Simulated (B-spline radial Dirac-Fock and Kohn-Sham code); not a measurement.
X-ray form factors of gold in several charge states

Calculated with a radial finite-basis atomic code, using Dirac-Fock densities.

Configurations: Au²⁵⁺ [Kr] 4d10 4f8; Au²⁷⁺ [Kr] 4d10 4f6; Au²⁸⁺ [Kr] 4d10 4f5; Au²⁹⁺ [Kr] 4d10 4f4; Au³⁰⁺ [Kr] 4d10 4f3; Au³²⁺ [Kr] 4d10 4f1. The first column is f₀ of Au²⁵⁺, the others are differences from it.

```tsv
s (Å⁻¹)	Au²⁵⁺	Δ Au²⁷⁺	Δ Au²⁸⁺	Δ Au²⁹⁺	Δ Au³⁰⁺	Δ Au³²⁺
0	54.000	-2.000	-3.000	-4.000	-5.000	-7.000
0.1	53.560	-1.957	-2.937	-3.917	-4.899	-6.865
0.2	52.273	-1.832	-2.754	-3.679	-4.608	-6.475
0.3	50.233	-1.640	-2.472	-3.311	-4.158	-5.869
0.4	47.584	-1.401	-2.121	-2.852	-3.594	-5.109
0.5	44.500	-1.141	-1.736	-2.346	-2.971	-4.262
0.7	37.757	-0.639	-0.989	-1.358	-1.747	-2.578
0.9	31.294	-0.260	-0.417	-0.593	-0.786	-1.226
1.1	25.909	-0.040	-0.078	-0.128	-0.192	-0.360
1.4	20.287	+0.071	+0.102	+0.129	+0.151	+0.179
```
